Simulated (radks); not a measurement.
Results of a calculation; reference values are marked as such.
Charge is removed step by step from the 3s down level of Mn2+, starting from [Ne] 3s(up 1, down 1) 3p6 3d5. Level of theory: scalar-relativistic Kohn-Sham, PBE, spin-polarised, spherical densities, finite nucleus; open shells are filled with parallel spins first; Fermi nuclear charge, rms radius 3.7057 fm (a radial shooting solver on a logarithmic mesh with Libxc functionals).

| removed (e) | E - E(0) (eV) | eigenvalue (eV) | E minus straight line (eV) |
|---|---|---|---|
| 0 | 0.000 | -100.01 | 0.000 |
| 0.125 | 12.630 | -102.11 | -0.961 |
| 0.25 | 25.525 | -104.25 | -1.657 |
| 0.375 | 38.691 | -106.44 | -2.083 |
| 0.5 | 52.132 | -108.66 | -2.233 |
| 0.625 | 65.852 | -110.91 | -2.104 |
| 0.75 | 79.856 | -113.20 | -1.692 |
| 0.875 | 94.148 | -115.51 | -0.991 |
| 1 | 108.73 | -117.85 | 0.000 |

Removing the whole electron costs 108.73 eV by Delta-SCF, against 100.01 eV from minus the eigenvalue at the starting occupation. Slater's transition state (half an electron removed) gives 108.66 eV. Integrating minus the eigenvalue over the occupation (Janak's theorem) gives 108.75 eV. In this scalar-relativistic scheme the density is built from large components alone, so the theorem holds only approximately. The mean slope of the eigenvalue, de/dn, is 17.8 eV per electron.
